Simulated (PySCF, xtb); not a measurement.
CHS₂, SMILES S=C=[SH+], charge +1.

GFN2-xTB in xtb 6.7.1 at its own geometry gives an orbital gap of 2.33 eV.

The structure is a stationary point at B3LYP-D3(BJ)/def2-TZVP. The isomer is the one that the SMILES or the coordinates give; other isomers of the formula were not compared.

**Question.** What does PySCF with M06-2X/def2-TZVPD give? (Estimate from the structure and the level; the computed values follow.)

**Answer.** gap 7.15 eV (levels -15.45 and -8.31 eV).
